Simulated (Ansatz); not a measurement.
Consider the hydrogenolysis of a Ge–O bond: `[NH2][GeH]([OH])[CH2]F` + H₂ → `[NH2][GeH2][CH2]F` + H₂O.

Computed with Ansatz on PBE0-D4/def2-TZVP structures; ΔE is electronic, products minus reactants. CCSD(T)/CBS is the MP2 limit (def2-TZVPP, def2-QZVPP) plus CCSD(T) − MP2 in def2-TZVPP, frozen cores. This one scheme is used for every species. Functionals use def2-TZVPP. For Ge outer-core shells are correlated without core-valence functions, which leaves a few kJ/mol of doubt a bond. Scalar relativity is left out up to krypton. One conformer a species, not always the lowest.

`[NH2][GeH]([OH])[CH2]F`:

```xyz
11

N    -1.173   -0.814    0.880
Ge   -0.374   -0.068   -0.578
O    -1.159    1.496   -0.906
C     1.521    0.213   -0.091
F     1.658    0.180    1.294
H    -0.544   -1.066    1.628
H    -1.854   -1.540    0.725
H    -0.541   -0.856   -1.888
H    -1.566    1.839   -0.105
H     1.871    1.185   -0.448
H     2.160   -0.569   -0.512
```

H₂:

```xyz
2

H    -0.171    0.053   -0.327
H     0.171   -0.053    0.327
```

`[NH2][GeH2][CH2]F`:

Cartesian coordinates in Å:
```
N -0.534 0.212 -1.732
Ge 0.604 0.446 -0.309
C 0.000 -0.469 1.342
F -1.266 -0.011 1.688
H -1.465 0.572 -1.568
H -0.614 -0.745 -2.048
H 0.684 1.956 -0.037
H 1.973 -0.136 -0.707
H -0.060 -1.551 1.191
H 0.677 -0.274 2.180
```

H₂O:

Z-matrix (Å, degrees):
```
O
H 1 0.960
H 1 0.960 2 105.1
```

| level | ΔE (kcal/mol) |
| --- | --- |
| B2PLYP | 5.5 |
| r2SCAN0 | 5.2 |
| CCSD/def2-SVP | 4.5 |
| CCSD/CBS(def2) | 4.3 |

**Question.** What does CCSD(T)/CBS give? (Estimate.)

**Answer.** The calculation gave: +5.1 kcal/mol. The listed levels differ from it by 0.4, 0.1, -0.6, -0.8 kcal/mol.

Largest T1 diagnostic among the species: 0.011.

From r2SCAN to r2SCAN0 (25 % exact exchange), in def2-TZVPP and without D4, ΔE moves by −1.1 kcal/mol. The D4 term adds +1.4 kcal/mol with B3LYP and +0.8 kcal/mol with PBE0; it sums over pairs of atoms, weighted by their polarisabilities, and B3LYP, whose exchange is more repulsive, gets the larger term. In def2-TZVPP, CCSD(T) changes the Hartree–Fock value by +2.1 kcal/mol (the triples alone add +0.8 kcal/mol) and MP2 by +3.3 kcal/mol.

B3LYP here is the variant with VWN-RPA as its local correlation; programs differ in this.
